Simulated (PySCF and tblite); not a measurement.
Values are calculated unless marked as measured or tabulated.
C2H10GeSi, numbered as in [SiH3:1][CH2:2][CH2:3][GeH3:4].

Conformers came from 60 starts (ETKDG and KDG, UFF, GFN2-xTB); geometries are GFN2-xTB. Weights use HSE06-D3(BJ)/cc-pVDZ (IEF-PCM, acetone) energies plus GFN2-xTB zero-point and thermal terms (modes under about 100 cm⁻¹ blended into free rotors). Symmetry numbers and mirror images are counted. Conformers within 3 kcal/mol (GFN2-xTB free energy) were kept, 4 at most. GIAO shieldings: wB97X/pcSseg-1 (IEF-PCM, acetone). Shifts are against TMS (¹H), TMS (¹³C), TMS (²⁹Si) at the same level. Codes: tblite and PySCF.

Q: List the conformer-averaged shifts at 298.15 K.

A: ¹H: 3.74 (H1, 3H), 3.36 (H4, 3H), 1.07 (H3, 2H), 0.93 (H2, 2H) ppm. ¹³C: 7.7 (C2), 7.5 (C3) ppm. ²⁹Si: -65.9 (Si1) ppm.

Q: How do the conformers differ?

A: Torsions listed: Si1–C2–C3–Ge4. Of a mirror pair one member is shown.
```tsv
conformer	shape	weight %
1	180°	69.5
2	-64°	30.5
```

```json
{"signal": "H1", "1": "3.74", "2": "3.75", "average": "3.74"}
{"signal": "H2", "1": "0.84", "2": "1.12", "average": "0.93"}
{"signal": "H3", "1": "0.96", "2": "1.30", "average": "1.07"}
{"signal": "H4", "1": "3.37", "2": "3.35", "average": "3.36"}
{"signal": "C2", "1": "7.8", "2": "7.5", "average": "7.7"}
{"signal": "C3", "1": "7.5", "2": "7.6", "average": "7.5"}
{"signal": "Si1", "1": "-64.9", "2": "-68.3", "average": "-65.9"}
```

Q: Which signal moves most, for its nucleus, between 220 and 380 K through the change of populations alone?

A: H3: 1.04 ppm at 220 K, 1.05 ppm at 260 K, 1.07 ppm at 298.15 K, 1.08 ppm at 340 K, 1.08 ppm at 380 K.

Spin–orbit effects of the heavy atoms on shieldings are missing. Unscaled ²⁹Si shifts at such levels can be off by tens of ppm; differences between conformers or isomers are more reliable. Shifts are unscaled: against experiment ¹³C can be off by 15 ppm or more and ¹H by 0.8 ppm.
